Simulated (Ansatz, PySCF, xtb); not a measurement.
Dimer: CH4O (SMILES CO) (first 6 atoms) with GeH4 (SMILES [GeH4]); geometry from B3LYP-D3(BJ)/def2-TZVP, rigid monomers moved along the line of their centres of mass till O2···Ge7 is 2.88 Å.
(charge 0, multiplicity 1):
```xyz
11

C      0.3585     0.1630    -0.0492
O      0.3032    -1.0143     0.7466
H      0.2373    -0.0577    -1.1147
H      1.3442     0.5990     0.1044
H     -0.3957     0.8976     0.2523
H     -0.5602    -1.4244     0.6342
Ge    -0.0569     0.0286     3.4094
H      0.1380    -1.4879     3.5194
H     -1.2918     0.3439     2.5503
H      1.1850     0.6954     2.8064
H     -0.2961     0.6047     4.8193
```

Interaction energies are E(AB) − E(A) − E(B) at the monomers' geometry in the complex; basis-set methods are counterpoise corrected. Rows marked so take none.

Correlated levels freeze the cores. Filled d and f shells under p-block atoms count as core. Rows in 3-21G, 6-31G*, STO-3G carry no dispersion term and start afresh at each structure (6-31G* with six Cartesian d functions); the Pople sets are all-electron and without relativity. MP2/6-31G* freezes PySCF's default core, which leaves 3d correlated.

Codes used: Ansatz (a quantum-chemistry and plane-wave program) with Gaussian orbitals; PySCF for 3-21G rows, 6-31G* rows, STO-3G rows, the dispersion terms; xtb for the GFN methods. Each number belongs to the level named beside it.

| level | interaction energy (kJ/mol) |
|---|---|
| GFN1-xTB | -32.8 |
| HF/STO-3G (no counterpoise) | 4.2 |
| HF/3-21G (no counterpoise) | -18.1 |
| HF/aug-cc-pVDZ | 10.5 |
| B3LYP-D3(BJ)/def2-TZVPPD | -4.6 |
| wB97M-V/def2-TZVPPD | -6.7 |
| MP2/6-31G* (no counterpoise) | -7.7 |
| SCS-MP2/aug-cc-pVDZ | 0.5 |
| CCSD/aug-cc-pVDZ | ___ |

Task: What belongs in the gaps?

Result: 
- CCSD/aug-cc-pVDZ, interaction energy (kJ/mol): -0.6
